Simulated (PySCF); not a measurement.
Mapped SMILES: `[CH3:1]/[CH:2]=[P:3]\[CH2:4][CH:5]([CH3:6])[CH3:7]`. Hydrogens are named by the atom that carries them.

Geometry: GFN2-xTB; GIAO shifts from PySCF 2.14, gas phase, non-relativistic, averaged over equivalent atoms.

At revPBE/6-31G* (128 basis functions, 34 s wall time on 1 thread of an Arm Neoverse V1, shared host):
```csv
atoms,δ (ppm)
C2,176.0
C4,42.9
C5,30.0
C6/C7,25.2
C1,22.0
P3,512.3
H(C2),8.81
H(C5),2.43
H(C1),2.26
H(C4),1.99
H(C6)/H(C7),1.17
```

Scale: ¹³C (192.22 ppm), ¹H (32.45 ppm) vs TMS; ³¹P (611.36 ppm) vs PH3 (reference shieldings calculated alike).

What do these become at mPW1PW91/6-311G**?

Results:


```csv
atoms,δ at mPW1PW91/6-311G**,change
C2,195.9,+19.9
C4,43.7,+0.8
C5,31.4,+1.4
C6/C7,25.8,+0.6
C1,21.6,-0.4
P3,592.8,+80.5
H(C2),9.04,+0.23
H(C5),2.13,-0.30
H(C1),2.30,+0.04
H(C4),1.80,-0.19
H(C6)/H(C7),1.13,-0.04
```

δ = σ(ref) − σ, references computed at the same level: TMS for ¹³C (σ = 189.69 ppm) and ¹H (σ = 32.13 ppm); ³¹P (σ = 606.28 ppm) vs PH3.

The largest change is at P3 (phosphorus bonded to 2 C). Cost: 212 basis functions, 37 s wall time on 1 thread of an Arm Neoverse V1, shared host. The order of the carbon signals is the same at both levels.
